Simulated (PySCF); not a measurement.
H4AlClN2 (SMILES [NH2][Al]([NH2])[Cl]), singlet, at a GFN2-xTB geometry (such geometries of metal compounds can be far from the true shape); SVWN5/6-31G*, polarisability (PySCF).

The PySCF input:
```python
from pyscf import gto, scf, dft
from pyscf.prop import polarizability

mol = gto.Mole()
mol.atom = '''
    Al    0.26840658    0.23313033    0.08231766
    Cl   -1.22314147   -1.06238595   -0.37512547
    N     0.35105367    1.80340552   -0.74485811
    H    -0.29354711    2.13460921   -1.44950830
    H     1.05452746    2.50778799   -0.58222700
    N     1.47639802   -0.21613286    1.30531959
    H     2.24998764    0.36242000    1.59568931
    H     1.50098956   -1.08585898    1.81981904
'''
mol.basis = '6-31g*'
mol.verbose = 4
mol.build()

mf = dft.RKS(mol)
mf.xc = 'lda,vwn'
mf.kernel()
alpha = mf.Polarizability().polarizability()[2, 2]
print('alpha_zz =', alpha)
```

The log (banner, timings and long lists left out):

```
site-packages/pyscf/prop/efg/rhf.py:45: UserWarning: Module EFG is under testing
  warnings.warn('Module EFG is under testing')
site-packages/pyscf/prop/efg/dhf.py:30: UserWarning: Module EFG is under testing
  warnings.warn('Module EFG is under testing')
site-packages/pyscf/prop/zfs/uhf.py:40: UserWarning: Module ZFS is under testing
  warnings.warn('Module ZFS is under testing')
site-packages/pyscf/prop/gtensor/uhf.py:43: UserWarning: Module g-tensor is under testing
  warnings.warn('Module g-tensor is under testing')
site-packages/pyscf/prop/gtensor/uks.py:41: UserWarning: Module g-tensor is under testing
  warnings.warn('Module g-tensor is under testing')
site-packages/pyscf/prop/hfc/uks.py:35: UserWarning: Module HFC is under testing
  warnings.warn('Module HFC is under testing')
site-packages/pyscf/prop/magnetizability/rhf.py:39: UserWarning: Module magnetizability is under testing
  warnings.warn('Module magnetizability is under testing')
site-packages/pyscf/prop/magnetizability/uhf.py:37: UserWarning: Module magnetizability is under testing
  warnings.warn('Module magnetizability is under testing')
site-packages/pyscf/prop/magnetizability/rks.py:37: UserWarning: Module magnetizability is under testing
  warnings.warn('Module magnetizability is under testing')
site-packages/pyscf/prop/magnetizability/uks.py:39: UserWarning: Module magnetizability is under testing
  warnings.warn('Module magnetizability is under testing')
site-packages/pyscf/prop/polarizability/uhf.py:34: UserWarning: Module polarizability is under testing
  warnings.warn('Module polarizability is under testing')
site-packages/pyscf/prop/polarizability/rks.py:29: UserWarning: Module polarizability is under testing
  warnings.warn('Module polarizability is under testing')
site-packages/pyscf/prop/polarizability/uks.py:29: UserWarning: Module polarizability is under testing
  warnings.warn('Module polarizability is under testing')
PySCF version 2.14.0

[INPUT] verbose = 4
[INPUT] num. atoms = 8
[INPUT] num. electrons = 48
[INPUT] charge = 0
[INPUT] spin (= nelec alpha-beta = 2S) = 0
[INPUT] symmetry False subgroup None
[INPUT] Mole.unit = angstrom
[INPUT] Symbol           X                Y                Z      unit          X                Y                Z       unit  Magmom
[INPUT]  1 Al     0.268406580000   0.233130330000   0.082317660000 AA    0.507214926231   0.440552475029   0.155557832615 Bohr   0.0
[INPUT]  2 Cl    -1.223141470000  -1.062385950000  -0.375125470000 AA   -2.311402389898  -2.007618484086  -0.708884400649 Bohr   0.0
[INPUT]  3 N      0.351053670000   1.803405520000  -0.744858110000 AA    0.663395291323   3.407942524329  -1.407577829561 Bohr   0.0
[INPUT]  4 H     -0.293547110000   2.134609210000  -1.449508300000 AA   -0.554723642558   4.033826789874  -2.739173702284 Bohr   0.0
[INPUT]  5 H      1.054527460000   2.507787990000  -0.582227000000 AA    1.992768090233   4.739032479574  -1.100249572327 Bohr   0.0
[INPUT]  6 N      1.476398020000  -0.216132860000   1.305319590000 AA    2.789987908650  -0.408431911919   2.466696530130 Bohr   0.0
[INPUT]  7 H      2.249987640000   0.362420000000   1.595689310000 AA    4.251860423256   0.684874542065   3.015415775796 Bohr   0.0
[INPUT]  8 H      1.500989560000  -1.085858980000   1.819819040000 AA    2.836459184231  -2.051976082100   3.438959581869 Bohr   0.0

nuclear repulsion = 198.815015617259
number of shells = 36
number of NR pGTOs = 172
number of NR cGTOs = 72
basis = 6-31g*
ecp = {}

******** <class 'pyscf.dft.rks.RKS'> ********
method = RKS
initial guess = minao
damping factor = 0
level_shift factor = 0
DIIS = <class 'pyscf.scf.diis.CDIIS'>
diis_start_cycle = 1
diis_space = 8
diis_damp = 0
SCF conv_tol = 1e-09
SCF conv_tol_grad = None
SCF max_cycles = 50
direct_scf = True
direct_scf_tol = 1e-13
XC library pyscf.dft.libxc version 7.1.2
    S. Lehtola, C. Steigemann, M. J. T. Oliveira, and M. A. L. Marques,  SoftwareX 7, 1–5 (2018)
XC functionals = lda,vwn
    P. A. M. Dirac,  Math. Proc. Cambridge Philos. Soc. 26, 376 (1930)
    F. Bloch,  Z. Phys. 57, 545 (1929)
    S. H. Vosko, L. Wilk, and M. Nusair,  Can. J. Phys. 58, 1200 (1980)
radial grids:
    Treutler-Ahlrichs [JCP 102, 346 (1995); DOI:10.1063/1.469408] (M4) radial grids

becke partition: Becke, JCP 88, 2547 (1988); DOI:10.1063/1.454033
pruning grids: <function nwchem_prune>
grids dens level: 3
symmetrized grids: False
atomic radii adjust function: <function treutler_atomic_radii_adjust>
small_rho_cutoff = 0
Set gradient conv threshold to 3.16228e-05
Initial guess from minao.
tot grids = 105096
init E= -811.333876285282
  HOMO = -0.313503916733324  LUMO = -0.0751866480116989  gap/eV = 6.48494
cycle= 1 E= -811.029655566273  delta_E= 0.304  |g|= 0.802  |ddm|= 2.64
  HOMO = -0.0607768360359313  LUMO = 0.0185261132464389  gap/eV = 2.15794
cycle= 2 E= -810.6189898638  delta_E= 0.411  |g|= 1.51  |ddm|= 1.78
  HOMO = -0.210964166613108  LUMO = -0.0221457496526849  gap/eV = 5.13801
cycle= 3 E= -811.17043918707  delta_E= -0.551  |g|= 0.15  |ddm|= 1.23
  HOMO = -0.200004947082252  LUMO = -0.026124694166743  gap/eV = 4.73152
cycle= 4 E= -811.177118890407  delta_E= -0.00668  |g|= 0.0366  |ddm|= 0.225
  HOMO = -0.199320812182161  LUMO = -0.0264899566748271  gap/eV = 4.70297
cycle= 5 E= -811.177490161685  delta_E= -0.000371  |g|= 0.0131  |ddm|= 0.0617
  HOMO = -0.198582566214142  LUMO = -0.0256543546414152  gap/eV = 4.70562
cycle= 6 E= -811.17754225737  delta_E= -5.21e-05  |g|= 0.002  |ddm|= 0.0199
  HOMO = -0.198922285639141  LUMO = -0.0258590914442767  gap/eV = 4.70929
cycle= 7 E= -811.177543390842  delta_E= -1.13e-06  |g|= 0.000495  |ddm|= 0.00282
  HOMO = -0.198968874834257  LUMO = -0.0258811790129623  gap/eV = 4.70996
cycle= 8 E= -811.177543452642  delta_E= -6.18e-08  |g|= 6.64e-05  |ddm|= 0.000452
  HOMO = -0.198973866906136  LUMO = -0.0258820965345099  gap/eV = 4.71007
cycle= 9 E= -811.177543453816  delta_E= -1.17e-09  |g|= 8.44e-06  |ddm|= 8.32e-05
  HOMO = -0.19897431222493  LUMO = -0.0258827240219439  gap/eV = 4.71006
cycle= 10 E= -811.177543453823  delta_E= -7.28e-12  |g|= 7.26e-06  |ddm|= 1.33e-05
  HOMO = -0.198974341581398  LUMO = -0.0258827208675463  gap/eV = 4.71006
Extra cycle  E= -811.177543453769  delta_E= 5.38e-11  |g|= 1.67e-05  |ddm|= 1.82e-05
converged SCF energy = -811.177543453769
Isotropic polarizability 43.4250985674
Polarizability anisotropy 5.1221372372
alpha_zz = 40.17475189660381
```
